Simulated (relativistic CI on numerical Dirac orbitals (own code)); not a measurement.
## Eu⁴⁵⁺: computed level list

Method of calculation: Dirac-Coulomb-Breit CI, KLI orbitals optimised for each configuration, model QED, unscaled Slater integrals (own radial code, finite nucleus).

Configurations in the expansion (outside the closed core [Ne]): 3s²3p⁶, 3s²3p⁵3d, 3s3p⁶3d, 3s²3p⁵4s, 3s²3p⁵4p, 3s²3p⁵4d, 3p⁶3d4p, 3s3p⁶4s, 3p⁶3d², 3p⁵3d³, 3p⁵3d²4s, 3p⁵3d²4p, 3p⁵3d²4d, 3p⁶3d4s, 3p⁵3d4s², 3p⁵3d4s4p, 3p⁵3d4s4d. Double excitations out of closed p, d and f shells are left out; levels of such configurations are missing from the list, as are those of other unlisted configurations, and high levels can miss mixing partners.

| No. | Configuration | Term | J | E (eV) | % | Next component (%) | Lifetime (s) |
| --- | --- | --- | --- | --- | --- | --- | --- |
| 1 | 3s²3p⁶ | ¹S | 0 | 0.00 | 100 |  |  |
| 2 | 3s²3p⁵3d | ³P° | 0 | 192.01 | 100 |  |  |
| 3 | 3s²3p⁵3d | ³P° | 1 | 200.17 | 74 | 26 ³D° | 5.54e-10 |
| 4 | 3s²3p⁵3d | ³F° | 3 | 205.18 | 57 | 35 ¹F° | 3.65e-01 |
| 5 | 3s²3p⁵3d | ³D° | 2 | 208.34 | 53 | 19 ³F° | 3.65e-04 |
| 6 | 3s²3p⁵3d | ³F° | 4 | 235.58 | 100 |  | 5.89e-06 |
| 7 | 3s²3p⁵3d | ¹D° | 2 | 239.81 | 47 | 44 ³P° | 3.09e-06 |
| 8 | 3s²3p⁵3d | ³D° | 3 | 249.51 | 69 | 29 ¹F° | 2.52e-06 |
| 9 | 3s²3p⁵3d | ¹P° | 1 | 272.65 | 42 | 40 ³D° | 2.12e-12 |
| 10 | 3s²3p⁵3d | ³F° | 2 | 361.76 | 71 | 23 ¹D° | 2.75e-08 |
| 11 | 3s²3p⁵3d | ¹P° | 1 | 396.03 | 57 | 35 ³D° | 5.24e-13 |
| 12 | 3s²3p⁵3d | ³P° | 2 | 399.20 | 42 | 40 ³D° | 2.76e-08 |
| 13 | 3s²3p⁵3d | ³F° | 3 | 403.30 | 41 | 35 ¹F° | 2.51e-08 |
| 14 | 3s3p⁶3d | ³D | 1 | 534.03 | 100 |  | 6.94e-13 |
| 15 | 3s3p⁶3d | ³D | 2 | 538.92 | 78 | 22 ¹D | 6.87e-13 |
| 16 | 3s3p⁶3d | ³D | 3 | 570.39 | 100 |  | 6.93e-13 |
| 17 | 3s3p⁶3d | ¹D | 2 | 582.34 | 78 | 22 ³D | 7.20e-13 |
| 18 | 3p⁶3d² | ³F | 2 | 1081.39 | 77 | 20 ¹D |  |
| 19 | 3p⁶3d² | ³P | 0 | 1100.54 | 76 | 24 ¹S |  |
| 20 | 3p⁶3d² | ³F | 3 | 1114.69 | 100 |  |  |
| 21 | 3p⁶3d² | ³P | 2 | 1124.18 | 49 | 34 ¹D |  |
| 22 | 3p⁶3d² | ¹G | 4 | 1125.92 | 59 | 41 ³F |  |
| 23 | 3p⁶3d² | ³P | 1 | 1127.82 | 100 |  |  |
| 24 | 3p⁶3d² | ³F | 4 | 1155.80 | 59 | 41 ¹G |  |
| 25 | 3p⁶3d² | ³P | 2 | 1162.45 | 49 | 46 ¹D |  |
| 26 | 3p⁶3d² | ¹S | 0 | 1184.27 | 76 | 24 ³P |  |
| 27 | 3p⁵3d³ | ⁵F° | 2 | 1273.52 | 25 | 25 ³D° |  |
| 28 | 3p⁵3d³ | ⁵D° | 1 | 1276.16 | 35 | 23 ⁵F° |  |
| 29 | 3p⁵3d³ | ⁵D° | 0 | 1280.25 | 65 | 31 ³P° |  |
| 30 | 3p⁵3d³ | ³F° | 3 | 1282.81 | 23 | 19 ⁵G° |  |

Energies count from the lowest computed level; ° marks odd parity; lifetimes are radiative, by E1, M1, E2, M2, E3 decay to levels of this space only; some are left blank where a channel outside the calculation adds to the decay or the decay crosses a small, uncertain gap.

The mean weight of the leading LS term, summed over parents, in these 30 levels is 67 %, and that of the leading jj configuration (from the same eigenvectors) 97 %, so jj coupling describes them better and the LS labels are nominal.

At this charge energies of transitions that change n are usually good to better than 1 %, and those within a shell (Δn = 0) to a few per cent.

LS names give the leading component of a level, which can be under half, so a name can repeat, a term be missing and a line seem to break the LS rules.
